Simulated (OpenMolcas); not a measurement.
**O⁺: effect of the active space**

```
Program             : OpenMolcas
Method              : CASSCF or its RAS form
Basis               : ANO-R3
Scalar Hamiltonian  : X2C, finite nucleus
Spin-orbit coupling : RASSI with atomic mean-field integrals over the reference wave functions, term energies averaged over their components
```

A. 3 electrons in 3 orbitals (2p); 2S+1 = 4 odd, 1 root; 2S+1 = 2 odd, 8 roots; cost of the order of 2.9 core-seconds
B. 5 electrons in 4 orbitals (2s 2p); 2S+1 = 4 odd, 1 root; 2S+1 = 2 odd, 8 roots; 2S+1 = 4 even, 3 roots; 2S+1 = 2 even, 9 roots; cost of the order of 11 core-seconds
C. 3 electrons in 9 orbitals (RAS2 2p; RAS3 3s 3d, at most 1 electron); 2S+1 = 4 odd, 1 root; 2S+1 = 2 odd, 8 roots; 2S+1 = 4 even, 3 roots; 2S+1 = 2 even, 9 roots; cost of the order of 21 core-seconds

Energies in cm⁻¹ above 2s² 2p³ ⁴S°_3/2, the measured ground level; measured values from NIST Handbook of Basic Atomic Spectroscopic Data.

| Level | A | B | C | Measured |
| --- | --- | --- | --- | --- |
| 2s² 2p³ ⁴S°_3/2 | 0.0 | 0.0 | 0.0 | 0.0 |
| 2s² 2p³ ²D°_3/2 | 30579 | 30571 | 30579 | 26831 |
| 2s² 2p³ ²D°_5/2 | 30581 | 30574 | 30581 | 26811 |
| 2s² 2p³ ²P°_1/2 | 50641 | 41249 | 50641 | 40470 |
| 2s² 2p³ ²P°_3/2 | 50643 | 41245 | 50643 | 40468 |

Deviations, from unrounded energies. A percentage is the sum of absolute deviations over the sum of measured energies, with the sign that they share, or ± where signs differ.

```tsv
Against measurement	Levels	A	B	C
mean absolute deviation (cm-1)	4	7000	2300	7000
other terms of the ground configuration (%)	4	+20.7	+6.7	+20.7
```

B lies closest to measurement on these levels and A furthest from it. The largest miss of B in the table is 2s² 2p³ ²D°_5/2, by +3800 cm-1. The ranking rests on the paired levels alone, and a cruder setting can come out closer through cancelling errors.

Among A to C the level of the table that moves most is 2s² 2p³ ²P°_3/2, by 9400 cm-1 (lowest in B, highest in A).

Without dynamic correlation excited terms often stand tens of per cent too high (terms of higher spin than the ground term too low), and those without a measured partner can miss by more than the paired ones. With the s shell closed, the reference lacks s² → p² mixing (holds for A; C). No level of 2s² 2p² 3d was computed, though it lies in the active space (holds for C). Measured partners are found by configuration, term and J. A level has none where our copy of the source lacks it or the pairing is in doubt (some pairs that miss far off the trend of their configuration count as doubtful), and it then counts in no deviation. Levels of configurations outside the active space are missing. The table leaves out levels that lie high or whose names do not pair safely across all columns.

° marks odd parity.
